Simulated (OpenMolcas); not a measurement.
# Re4+: ligand-field states by method

Re4+ with its 6 nearest fluoride ions at 1.939 Å, on the Ga site of K2NaGaF6 (a = 8.246 Å, distance in the model lattice 1.938 Å). The rest of the host is ab initio model potentials to 7.6 Å, with orthogonalisation functions on the cations behind the ligands, and point charges beyond; the distance is set by hand and nothing relaxes, and no local charge compensation is placed. Ligand basis ANO-RCC-VDZP.
```
Re    0.0000    0.0000    0.0000
F     1.9390    0.0000    0.0000
F     0.0000    1.9390    0.0000
F    -1.9390    0.0000    0.0000
F     0.0000   -1.9390    0.0000
F     0.0000    0.0000    1.9390
F     0.0000    0.0000   -1.9390
```

```yaml
Program: OpenMolcas 26.06
Basis: ANO-RCC-VTZP [8s7p5d3f2g1h]
Scalar_Hamiltonian: DKH2, point nucleus
Active_space: 3 electrons in 5 orbitals (5d)
State_averaging: 2S+1 = 4 even, 10 roots; 2S+1 = 2 even, 40 roots
Spin-orbit_coupling: state interaction with AMFI integrals over the reference wave functions
```

I. CASSCF
II. SS-CASPT2, IPEA 0.25 Eh, imaginary shift 0.1 Eh (closed shells correlated: 5s 5p and the ligand valence shells)

Spin-free states (labels of O, the rotations of Oh) in cm-1, each column counted from its own energy of the first state listed:

| State | Degeneracy | I | II |
| --- | --- | --- | --- |
| 4A2 | 1 | 0 | 0 |
| 2E | 2 | 14136 | 10530 |
| 2T1 | 3 | 14663 | 10410 |
| 2T2 | 3 | 22671 | 17520 |
| 4T2 | 3 | 37651 | 38380 |
| 4T1 | 3 | 45728 | 44630 |
| 2A1 | 1 | 48723 | 45510 |
| 2S+1 = 2 | 3 | 50909 | 47770 |
| 2S+1 = 2 | 3 | 51328 | 48010 |
| 2E | 2 | 52934 | 48890 |
| 2T1 | 3 | 56645 | 51820 |
| 2T2 | 3 | 60688 | 55070 |
| 2A2 | 1 | 62978 | 55680 |
| 2E | 2 | 72978 | 64980 |
| 4T1 | 3 | 77562 | 78340 |

From I to II, I's first state of the same spin (4T2) moves from 37651 to 38380 cm-1, by about +730 cm-1.

From I to II, I's first state of another spin (2E) moves from 14136 to 10530 cm-1, by about -3600 cm-1. In II another state of that kind comes below it.

II: A least-squares ligand-field fit to the states below 45000 cm-1, each weighted by its degeneracy and with a free common offset, gives 10Dq = 38817 cm-1, B = 542 cm-1 and C = 2163 cm-1 (C/B = 3.99), with an rms deviation of 208 cm-1. The same method and metal basis give the free ion B = 737 cm-1 (fit to its terms below 60000 cm-1, rms deviation 283 cm-1), so the nephelauxetic ratio is β = 542 / 737 = 0.74; it hangs on how both fits weigh the states, and computed free-ion B values tend to be too large, so β mixes covalency with correlation.

χT at 300 K: I 1.49, II 1.41 cm3 K/mol.

The states above are spin-free; spin-orbit coupling is strong here and shifts and splits them by thousands of cm-1.

Roots that are degenerate in the reference are averaged as groups; the widest CASPT2 spread within a group is 990 cm-1 (the 3-fold group of multiplicity 2 near 101000 cm-1 above the lowest state of its run, II). Shifts and gaps below about the spread of the groups concerned are not significant. Over all roots computed the reference weight is 0.71 to 0.72 in II; a low but even weight reflects the number of correlated electrons. The least metal-like active orbital is 76 % on the metal (Löwdin) and no ligand orbital is active, so the numbers are rough. Ligand-to-metal charge-transfer states are missing. With no ligand orbital active B as a rule stays too high, so bands that hang on it stand too high and its fall with covalency is understated. Without dynamic correlation the repulsion within the d shell is too large (B by tens of per cent), so at a given field states of lower spin stand too high (holds for I). With metal d orbitals alone the field can be off either way by tens of per cent (holds for I). With one d shell and no ligand orbital active, 10Dq can be off by a tenth or more (holds for II). No measured value stands beside these numbers; the geometry was set by hand and not optimised.

A state without a sure symmetry label is named by its multiplicity alone.
